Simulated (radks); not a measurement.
Initial-state core-level shifts of the ruthenium ion Ru3+ when its valence configuration changes from [Kr] 4d5. All-electron calculation, Dirac Kohn-Sham, PBE, spin-unpolarised, spherical densities, finite nucleus; open shells fill j = l - 1/2 first; Fermi nuclear charge, rms radius 4.4809 fm. Program: a radial shooting solver on a logarithmic mesh with Libxc functionals. Shifts are changes of the shell-averaged eigenvalues in eV (positive: less bound); the change of the density at the nucleus, which sets a Mossbauer isomer shift, is in e/bohr^3, on a base of 1.101e+05.

valence           2s       3s       3p       3d  density at nucleus
4d4 5p1       -6.838   -6.639   -6.639   -6.680               +4.98
4d3 5s2      -12.095  -11.580  -11.581  -11.673              +73.32
4d3 5s1 5p1  -13.121  -12.622  -12.622  -12.714              +42.51
4d4.5 5s0.5   -2.846   -2.745   -2.745   -2.765              +16.37
4d2 5s1 5p2  -20.757  -19.902  -19.901  -20.052              +52.00
4d4 5s1       -5.795   -5.578   -5.579   -5.620              +34.01
4d3 5p2      -14.132  -13.650  -13.649  -13.740              +11.10
